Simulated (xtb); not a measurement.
xtb input (GFN2-xTB):

```bash
xtb mol.xyz --gfn 2 --sp --chrg 0 --uhf 0
```
mol.xyz:
```
3

Cd     0.00000000     0.00000000     0.00000000
F     -0.00000000    -0.00000000    -1.93349430
F      0.00000000     0.00000000     1.93349430
```

Output:

```
           -------------------------------------------------
          |                Calculation Setup                |
           -------------------------------------------------

           -------------------------------------------------
          |                 G F N 2 - x T B                 |
           -------------------------------------------------

        Reference                      10.1021/acs.jctc.8b01176
      * Hamiltonian:
        H0-scaling (s, p, d)           1.850000    2.230000    2.230000
        zeta-weighting                 0.500000
      * Dispersion:
        s8                             2.700000
        a1                             0.520000
        a2                             5.000000
        s9                             5.000000
      * Repulsion:
        kExp                           1.500000    1.000000
        rExp                           1.000000
      * Coulomb:
        alpha                          2.000000
        third order                    shell-resolved
        anisotropic                    true
        a3                             3.000000
        a5                             4.000000
        cn-shift                       1.200000
        cn-exp                         4.000000
        max-rad                        5.000000

          ...................................................
          :                      SETUP                      :
          :.................................................:
          :  # basis functions                  12          :
          :  # atomic orbitals                  12          :
          :  # shells                            6          :
          :  # electrons                        16          :
          :  max. iterations                   250          :
          :  Hamiltonian                  GFN2-xTB          :
          :  restarted?                      false          :
          :  GBSA solvation                  false          :
          :  PC potential                    false          :
          :  electronic temp.          300.0000000     K    :
          :  accuracy                    1.0000000          :
          :  -> integral cutoff          0.2500000E+02      :
          :  -> integral neglect         0.1000000E-07      :
          :  -> SCF convergence          0.1000000E-05 Eh   :
          :  -> wf. convergence          0.1000000E-03 e    :
          :  Broyden damping             0.4000000          :
          :  net charge                          0          :
          :  unpaired electrons                  0          :
          ...................................................

 iter      E             dE          RMSdq      gap      omega  full diag
   1     -9.9998706 -0.999987E+01  0.313E+01    5.06       0.0  T
   2    -10.0561653 -0.562947E-01  0.165E+01    2.95       1.0  T
   3     -9.9824951  0.736702E-01  0.550E+00    5.37       1.0  T
   4    -10.0810306 -0.985355E-01  0.106E+00    3.59       1.0  T
   5    -10.0810355 -0.486827E-05  0.374E-01    3.61       1.0  T
   6    -10.0810381 -0.260010E-05  0.102E-01    3.64       1.0  T
   7    -10.0810426 -0.456346E-05  0.327E-02    3.63       1.8  T
   8    -10.0810429 -0.287766E-06  0.672E-03    3.64       8.6  T
   9    -10.0810430 -0.748141E-07  0.107E-03    3.63      54.1  T
  10    -10.0810430 -0.350141E-09  0.666E-04    3.63      86.7  T
  11    -10.0810430 -0.180686E-09  0.116E-06    3.63   49676.0  T

   *** convergence criteria satisfied after 11 iterations ***

         #    Occupation            Energy/Eh            Energy/eV
      -------------------------------------------------------------
         1        2.0000           -0.8175595             -22.2469
         2        2.0000           -0.8036272             -21.8678
         3        2.0000           -0.5509432             -14.9919
         4        2.0000           -0.5030106             -13.6876
         5        2.0000           -0.5030106             -13.6876
         6        2.0000           -0.4953691             -13.4797
         7        2.0000           -0.4953691             -13.4797
         8        2.0000           -0.4947341             -13.4624 (HOMO)
         9                         -0.3611584              -9.8276 (LUMO)
        10                         -0.1286126              -3.4997
        11                         -0.1286126              -3.4997
        12                          0.3612845               9.8311
      -------------------------------------------------------------
                  HL-Gap            0.1335757 Eh            3.6348 eV
             Fermi-level           -0.4279463 Eh          -11.6450 eV

 SCC (total)                   0 d,  0 h,  0 min,  0.001 sec
 SCC setup                      ...        0 min,  0.000 sec (  4.404%)
 Dispersion                     ...        0 min,  0.000 sec (  1.192%)
 classical contributions        ...        0 min,  0.000 sec (  1.296%)
 integral evaluation            ...        0 min,  0.000 sec (  9.741%)
 iterations                     ...        0 min,  0.001 sec ( 61.502%)
 molecular gradient             ...        0 min,  0.000 sec ( 16.416%)
 printout                       ...        0 min,  0.000 sec (  4.910%)

         :::::::::::::::::::::::::::::::::::::::::::::::::::::
         ::                     SUMMARY                     ::
         :::::::::::::::::::::::::::::::::::::::::::::::::::::
         :: total energy             -10.078310590584 Eh    ::
         :: gradient norm              0.005964556732 Eh/a0 ::
         :: HOMO-LUMO gap              3.634780386411 eV    ::
         ::.................................................::
         :: SCC energy               -10.081043031323 Eh    ::
         :: -> isotropic ES            0.110594380766 Eh    ::
         :: -> anisotropic ES          0.007594436000 Eh    ::
         :: -> anisotropic XC         -0.002903980215 Eh    ::
         :: -> dispersion             -0.000781800420 Eh    ::
         :: repulsion energy           0.002732440738 Eh    ::
         :: add. restraining           0.000000000000 Eh    ::
         :: total charge              -0.000000000000 e     ::
         :::::::::::::::::::::::::::::::::::::::::::::::::::::

           -------------------------------------------------
          |                Property Printout                |
           -------------------------------------------------

    * Orbital Energies and Occupations

         #    Occupation            Energy/Eh            Energy/eV
      -------------------------------------------------------------
         1        2.0000           -0.8175595             -22.2469
         2        2.0000           -0.8036272             -21.8678
         3        2.0000           -0.5509432             -14.9919
         4        2.0000           -0.5030106             -13.6876
         5        2.0000           -0.5030106             -13.6876
         6        2.0000           -0.4953691             -13.4797
         7        2.0000           -0.4953691             -13.4797
         8        2.0000           -0.4947341             -13.4624 (HOMO)
         9                         -0.3611584              -9.8276 (LUMO)
        10                         -0.1286126              -3.4997
        11                         -0.1286126              -3.4997
        12                          0.3612845               9.8311
      -------------------------------------------------------------
                  HL-Gap            0.1335757 Eh            3.6348 eV
             Fermi-level           -0.4279463 Eh          -11.6450 eV

     #   Z          covCN         q      C6AA      α(0)
     1  48 Cd       1.351     0.599   186.596    26.220
Note: The following floating-point exceptions are signalling: IEEE_DENORMAL
normal termination of xtb
     2   9 F        0.676    -0.300    12.334     4.146
     3   9 F        0.676    -0.300    12.334     4.146

 Mol. C6AA /au·bohr⁶  :        413.254602
 Mol. C8AA /au·bohr⁸  :      25384.638311
 Mol. α(0) /au        :         34.512258

Wiberg/Mayer (AO) data.
largest (>0.10) Wiberg bond orders for each atom

 ---------------------------------------------------------------------------
     #   Z sym  total        # sym  WBO       # sym  WBO       # sym  WBO
 ---------------------------------------------------------------------------
     1  48 Cd   1.764 --     3 F    0.882     2 F    0.882
     2   9 F    1.108 --     1 Cd   0.882     3 F    0.227
     3   9 F    1.108 --     1 Cd   0.882     2 F    0.227
 ---------------------------------------------------------------------------

Topologies differ in total number of bonds
Writing topology from bond orders to xtbtopo.mol

molecular dipole:
                 x           y           z       tot (Debye)
 q only:        0.000       0.000       0.000
   full:        0.000      -0.000       0.000       0.000
molecular quadrupole (traceless):
                xx          xy          yy          xz          yz          zz
 q only:        3.999       0.000       3.999       0.000       0.000      -7.997
  q+dip:        5.331       0.000       5.331      -0.000      -0.000     -10.663
   full:        7.134       0.000       7.134      -0.000      -0.000     -14.267

           -------------------------------------------------
          | TOTAL ENERGY              -10.078310590584 Eh   |
          | GRADIENT NORM               0.005964556732 Eh/α |
          | HOMO-LUMO GAP               3.634780386411 eV   |
           -------------------------------------------------

------------------------------------------------------------------------
------------------------------------------------------------------------
 total:
 SCF:
```
